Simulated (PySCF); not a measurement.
PySCF job for trans-(1R,2R)-2-methoxycyclopropan-1-ol (C4H8O2), SMILES CO[C@@H]1C[C@H]1O, PBE/pcSseg-1. Geometry optimised at B3LYP-D3(BJ)/def2-SVP. The values are those of a single conformer.

```python
import numpy as np
from pyscf import gto, scf, dft
from pyscf.prop.nmr import rks as nmr

mol = gto.M(
    atom='''
    C     2.37897816   -0.31674833    0.44343582
    O     1.07770665   -0.84004880    0.33110837
    C     0.19697724    0.01180013   -0.31646662
    C    -0.46374491    1.13683351    0.45827043
    C    -1.23841417   -0.09856691    0.04020752
    O    -2.15053841   -0.02719381   -1.00789901
    H     2.83587919   -0.13349119   -0.54909311
    H     2.99010230   -1.05627230    0.98049074
    H     2.39283482    0.63684245    1.00630511
    H     0.41690623    0.20853010   -1.37659200
    H    -0.21017043    1.23986588    1.51704688
    H    -0.66967490    2.06747463   -0.07782214
    H    -1.46420234   -0.82296264    0.83588588
    H    -2.95179887    0.39804358   -0.67457914
    ''',
    basis='pcSseg-1',
    charge=0,
    spin=0,
    max_memory=1600,
    verbose=3,
)
mf = dft.RKS(mol, xc='pbe')
mf.grids.level = 3
mf.conv_tol = 1e-10
mf.max_cycle = 100
mf.kernel()
n = nmr.NMR(mf)
n.verbose = 2
n.max_cycle_cphf = 60
sigma = n.kernel()
print('atom   isotropic/ppm   span/ppm')
for i, s in enumerate(sigma):
    w = np.linalg.eigvalsh((s + s.T) / 2)
    print(f'{mol.atom_symbol(i):2s}{i + 1:3d} {w.mean():14.3f} {w[2] - w[0]:11.3f}')
```

Log of the run:

```
converged SCF energy = -307.227144045734
atom   isotropic/ppm   span/ppm
C   1        120.585      89.330
O   2        286.743     106.308
C   3        113.437     116.448
C   4        161.863      63.288
C   5        121.983     101.937
O   6        274.201      50.784
H   7         28.023       9.688
H   8         27.715      10.152
H   9         27.991       9.339
H  10         28.033      10.150
H  11         30.586      11.434
H  12         30.822      12.411
H  13         27.642      11.093
H  14         30.890      21.074
```

The calculation finished and met its thresholds.
